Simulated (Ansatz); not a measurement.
Input for Ansatz (a quantum-chemistry and plane-wave program): R-PBE0/def2-TZVPP on CH6AlNO (SMILES C[NH][AlH][OH]).

Ansatz 0.2 input:
```yaml
crystal:
  periodic: [false, false, false]
  atoms:
    - {symbol: C, position_ang: [-1.67013971, -0.06772579, -0.20993118]}
    - {symbol: N, position_ang: [-0.34613673, -0.45408625, 0.25476500]}
    - {symbol: Al, position_ang: [1.19100926, 0.35575649, -0.05872370]}
    - {symbol: O, position_ang: [2.57850729, -0.34942064, 0.63183734]}
    - {symbol: H, position_ang: [-1.60129875, 0.83918576, -0.81411979]}
    - {symbol: H, position_ang: [-2.35517512, 0.14617832, 0.61782728]}
    - {symbol: H, position_ang: [-2.13254386, -0.83902278, -0.83562980]}
    - {symbol: H, position_ang: [-0.36866978, -1.29133000, 0.81886133]}
    - {symbol: H, position_ang: [1.24056057, 1.66085284, -0.93579092]}
    - {symbol: H, position_ang: [3.46388684, -0.00038797, 0.53090445]}
basis:
  gaussian:
    orbitals: def2-TZVPP
hamiltonian:
  xc: {name: PBE0}
scf: {lower_state_search: off}
```

The log:

```
WARN ansatz: RAYON_NUM_THREADS=1 ignored (pool sized by the plan → 1); use --threads N
Functional definition: PBE0
these checks for a lower state are left out or cut short: stability, starts, cluster_reference, orbital_swaps, neighbouring_geometries, increment
integrals: 0.12 GiB planned
1140 factors; their error is unknown
mean field: 1.07 GiB planned
mean field evaluation 1: about -11252.1129 eV, gradient 8.3e1 eV
mean field evaluation 2: about -11226.6514 eV, gradient 1.3e2 eV
mean field evaluation 4: about -11264.6552 eV, gradient 6.2e0 eV
mean field evaluation 8: about -11264.7330 eV, gradient 1.8e-1 eV
mean field evaluation 16: about -11264.7463 eV, gradient 3.3e-5 eV
mean field -11264.74626757 eV, -413.9717898138 hartree, gradient 7.3e-6 eV, S^2 0.000000; 0 other end points of the search recorded, 0 dependent functions left out
reference -11264.74630274 eV, -413.9717911065 hartree; 20, 20 occupied and 199, 199 virtual orbitals, 1140 factors
Total energy: -11264.74630274 eV, -413.9717911065 hartree
Checks for a lower state left out: stability, starts, cluster_reference, orbital_swaps, neighbouring_geometries, increment
```

The calculation finished and met its thresholds.

Cost: very roughly 5 core-seconds.
